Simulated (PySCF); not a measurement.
**Strontium: a sound run and one with changed settings**

Sound run: Sr [Kr] 5s2, Sr⁺ [Kr] 5s1. All numbers are calculated (PySCF 2.14, the spin-free X2C one-electron Hamiltonian (Gaussian nucleus), in Sapporo-DKH3-DZP-2012). In the sound run the correlated levels freeze [Kr]. The sound run starts from symmetry-adapted Hartree-Fock orbitals and uses a fine grid where one is needed.

Changed run: all electrons correlated in a basis built for the valence shell.

```tsv
species	method	sound run (hartree)	changed run (hartree)	converged
Sr	MP2	-3177.17180	-3177.36738	yes
Sr⁺	MP2	n/a	-3177.17091	yes
```

Ionisation energy of Sr:

| method | sound run (eV) | changed run (eV) |
| --- | --- | --- |
| UHF | 4.750 | 4.750 |
| MP2 | 5.115 | 5.346 |
| SCS-MP2 | 5.188 | 5.365 |

A valence basis has no tight correlating functions, so it recovers only part of the core correlation, and not evenly between atom and ion.

For comparison, NIST gives 5.695 eV between the lowest levels.
